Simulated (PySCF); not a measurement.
# Sr¹⁸⁺: ionisation energy

Sr¹⁸⁺ [Ar] 3d2 [3d3/2^2, M_J = 2] → Sr¹⁹⁺ [Ar] 3d1 [3d3/2^1, M_J = 3/2], as a difference of total energies. All numbers are calculated (PySCF 2.14, the two-component X2C-1e Hamiltonian, in an uncontracted even-tempered set (17 s from 1.9 bohr⁻², ratio 2.8; 12 p from 2.4 bohr⁻², ratio 2.8; 8 d from 2.4 bohr⁻², ratio 2.8; 4 f from 7.7 bohr⁻², ratio 3)). Correlated levels: [Ne] frozen; the 76 highest virtual spinors dropped. "Screened" scales the spin-orbit matrix elements by Boettger's factors to mimic the two-electron term; Breit and QED terms are absent.

```json
{"method": "GHF (spin-free)", "ionisation energy (eV)": "720.50"}
{"method": "GMP2 (spin-free)", "ionisation energy (eV)": "720.58"}
{"method": "GHF (screened spin-orbit)", "ionisation energy (eV)": "721.04"}
{"method": "GMP2 (screened spin-orbit)", "ionisation energy (eV)": "721.13"}
```

Breit and QED terms and the two-electron picture change are absent.

The spin-free rows relax to the high-spin LS determinant and lack the spin-orbit shift.

The labels give the starting determinants; with spin-orbit coupling the two ends relaxed to ⟨J²⟩ = 6.60, ⟨L²⟩ = 11.51, ⟨S²⟩ = 1.84 and ⟨J²⟩ = 3.75, ⟨L²⟩ = 6.01, ⟨S²⟩ = 0.75.

The determinant of Sr¹⁸⁺ mixes levels of different J (the jj label is only the starting occupation), so the difference between spin-free and spin-orbit rows is not the physical spin-orbit shift.

For comparison: 722 ± 3 eV (theoretical estimate listed by NIST; NIST Atomic Spectra Database, ionization energies).
